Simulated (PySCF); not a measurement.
# What settings do to a single point of [Tl(OH)2]+

The sound run of [Tl(OH)2]+ (singlet) uses PySCF 2.14.0, RKS PBE0, Tl def2-SVP with ECP60, O def2-SVP, H def2-SVP; non-relativistic Hamiltonian with scalar-relativistic core potentials where named; density fitting; no spin-orbit coupling, grid (50, 194), threshold 1e-8 Eh and 55 cycles, at the relaxed geometry:

```xyz
5

Tl    0.0000    0.0000    0.7118
O     1.9596    0.1476    0.9103
H     2.4253   -0.1595    0.1097
O    -1.9596   -0.1476    0.9103
H    -2.4253    0.1595    0.1097
```

There Tl1 has a Mulliken charge of 1.14 e and the dipole about the centre of mass is 2.94 D. Each run below changes one thing and starts from free metal ions and neutral atoms unless it says otherwise; with 55 cycles, smearing, a level shift and second-order steps follow where DIIS fails, and their cycles count. Energy shifts count from the sound run.

```tsv
change	outcome	cycles	energy shift (eV)	largest force component (eV/Å)	charge on Tl1 (e)	dipole about the centre of mass (D)
grid (15, 26)	converged	8	3.63	1.29	1.05	2.95
threshold 0.0001	converged	6	0.0000	0.01	1.14	2.94
spin (2S) set to 1, limit 82 cycles	refused	–	–	–	–	–
start from a density of up to 30 smeared cycles (not counted)	converged	6	0.0000	0.01	1.14	2.94
```

Problem. How does the run with this change end: all coordinates × 1.12?

Solution. outcome converged, cycles 9, energy shift (eV) 1.27, largest force component (eV/Å) 3.11, charge on Tl1 (e) 1.05, dipole about the centre of mass (D) 3.10.

Unsound on purpose, so not properties of the compound: grid (15, 26).

Forces carry noise of the integration grid, about 0.01 to 0.03 eV/Å.
